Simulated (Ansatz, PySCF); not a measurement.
This PySCF input computes a CCSD(T)/cc-pVDZ energy:

```python
from pyscf import gto, scf, mp, cc as ccmod

mol = gto.M(
    atom='''
    C     1.10126503   -0.42590153    0.11882443
    N     0.05902261    0.36914836    0.25462138
    C    -1.13701915    0.20228262   -0.27306636
    H     2.03612484   -0.17060416    0.61036532
    H     1.07185192   -1.35069917   -0.47726420
    H    -1.39316111   -0.65888258   -0.90885189
    H    -1.91344924    0.93786092   -0.08114727
    ''',
    basis='cc-pvdz',
    charge=-1,
    spin=0,
    verbose=4,
)

mf = scf.RHF(mol)
mf.conv_tol = 1e-10
mf.max_cycle = 100
mf.kernel()
mp2 = mp.MP2(mf, frozen=3).run()
cc = ccmod.CCSD(mf, frozen=3)
cc.max_cycle = 100
cc.kernel()
et = cc.ccsd_t()
print(f'E(CCSD(T)) = {cc.e_tot + et:.9f}')
```

Problem. Write an input for the same energy in Ansatz (a quantum-chemistry and plane-wave program) and say what it gives.

Solution. 
Ansatz 0.2 input:
```yaml
crystal:
  periodic: [false, false, false]
  atoms:
    - {symbol: C, position_ang: [1.10126503, -0.42590153, 0.11882443]}
    - {symbol: N, position_ang: [0.05902261, 0.36914836, 0.25462138]}
    - {symbol: C, position_ang: [-1.13701915, 0.20228262, -0.27306636]}
    - {symbol: H, position_ang: [2.03612484, -0.17060416, 0.61036532]}
    - {symbol: H, position_ang: [1.07185192, -1.35069917, -0.47726420]}
    - {symbol: H, position_ang: [-1.39316111, -0.65888258, -0.90885189]}
    - {symbol: H, position_ang: [-1.91344924, 0.93786092, -0.08114727]}
basis:
  gaussian:
    orbitals: cc-pVDZ
total_charge: -1
magnetization: {spin_polarized: false}
correlation: {method: ccsd_t, electrons: outside_noble_gas}
```
It gives -132.90678 Eh, and PySCF -132.90678 Eh, a difference of 0.00 mEh.

It need not be the lowest isomer of its formula. Whether it binds its extra electron was not tested at this geometry.
